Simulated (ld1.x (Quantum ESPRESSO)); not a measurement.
# Pt (Z = 78): excitation energies, all-electron against TM

platinum (Pt), norm-conserving Troullier–Martins (Kleinman–Bylander form), made with ld1.x (Quantum ESPRESSO) 7.5 (PBE, scalar-relativistic). Core [Kr] 4d10 4f14, reference 5s2 5p6 5d9 6s1 6p0. Waves: 5p (bound): rc 1.80 bohr; 5d (bound): rc 1.35 bohr; 5s (bound): rc 1.00 bohr. Local part: the s channel. Core correction: none.

Occupied shells without a wave of their own: 6s. They enter only through the test configuration that unscreens the potential.

Energies are relative to the spin-unpolarised reference configuration 5s2 5p6 5d9 6s1 6p0; without spin polarisation the order of configurations can differ from experiment.

| valence configuration | charge | ΔE all-electron (eV) | error AE − PS (meV) |
| --- | --- | --- | --- |
| 5s2 5p6 5d8 6s0 6p0 | +2 | 29.160 | -196 |
| 5s2 5p6 5d7 6s0 6p0 | +3 | 61.376 | -260 |
| 5s2 5p6 5d10 6s0 6p0 | 0 | -0.018 | -102 |
| 5s2 5p6 5d8 6s2 6p0 | 0 | 1.005 | +131 |
| 5s2 5p5 5d9 6s1 6p0 | +1 | 62.151 | -146 |

Task: What are ΔE and the potential's error for 5s2 5p6 5d9 6s0.5 6p0?

Result: ΔE = 3.694 eV all-electron; the error (AE − PS) is -64 meV.

Task: What are ΔE and the potential's error for 5s2 5p6 5d9 6s0 6p0?

Result: ΔE = 9.194 eV all-electron; the error (AE − PS) is -142 meV.

Levels in the configuration 5s2 5p6 5d9 6s0.5 6p0:

| level | all-electron (eV) | pseudo (eV) |
| --- | --- | --- |
| 5s | -105.779 | -105.815 |
| 5p | -60.006 | -60.036 |
| 5d | -10.084 | -10.107 |
| 6s | -9.162 | -9.300 |

The 6s level has no wave, so the channel is fitted at the deeper level alone: the likely source of the large errors.
